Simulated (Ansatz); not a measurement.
Reaction (cleavage of the Sn–B bond): `[BH2][SnH2][OH]` + H₂Se → `[OH][SnH2][SeH]` + BH₃

Gas-phase electronic energies from Ansatz, PBE0-D4/def2-TZVP geometries. CBS: MP2 limit from def2 TZ/QZ plus the TZ coupled-cluster correction, frozen cores. This one scheme is used for every species. Functionals use def2-TZVPP. Elements past krypton have def2 core potentials. For Se, Sn outer-core shells are correlated without core-valence functions, which leaves a few kJ/mol of doubt a bond. Scalar relativity is left out up to krypton. Each species was taken in one conformer, which may not be the lowest.

`[BH2][SnH2][OH]`:

Cartesian coordinates in Å:
```
B -0.028 0.730 1.409
Sn -0.502 -0.296 -0.533
O 1.125 -1.107 -1.315
H 1.103 0.916 1.743
H -0.905 1.113 2.123
H -1.132 0.798 -1.698
H -1.535 -1.646 -0.413
H 1.875 -0.509 -1.317
```

H₂Se:

Z-matrix (Å, degrees):
```
Se
H 1 1.467
H 1 1.467 2 91.2
```

`[OH][SnH2][SeH]`:

```xyz
7

O    -1.416   -0.861    0.575
Sn    0.076    0.416    0.529
Se    1.084    0.407   -1.787
H    -1.963   -0.816   -0.213
H    -0.504    1.999    0.789
H     1.133   -0.184    1.714
H     1.589   -0.961   -1.607
```

BH₃:

Z-matrix (Å, degrees):
```
B
H 1 1.193
H 1 1.193 2 120.0
H 1 1.193 2 120.0 3 180.0
```

| level | ΔE (kJ/mol) | difference from CCSD(T)/CBS |
| --- | --- | --- |
| r2SCAN-D4 | -94.3 | 2.1 |
| PBE0-D4 | -92.0 | 4.4 |
| ωB97M-V | -93.6 | 2.8 |
| BLYP | -90.6 | 5.8 |
| r2SCAN | -94.0 | 2.4 |
| r2SCAN0 | -95.5 | 0.9 |
| HF/def2-TZVPP | -103.6 | -7.2 |
| MP2/def2-TZVPP | -97.8 | -1.4 |
| CCSD/def2-TZVPP | -87.8 | 8.6 |
| CCSD/CBS(def2) | -95.8 | 0.6 |
| CCSD(T)/CBS | -96.4 | 0 |

Largest T1 diagnostic among the species: 0.014.

From PBE to PBE0 (25 % exact exchange), in def2-TZVPP and without D4, ΔE moves by −3.6 kJ/mol. Leaving LDA and LC-ωPBE aside and taking each functional with its dispersion term where it has one, the values, not all of them listed here, spread over 13.0 kJ/mol, from BHLYP-D4 to PBE-D4. LDA lies +6.4 kJ/mol from PBE without D4.
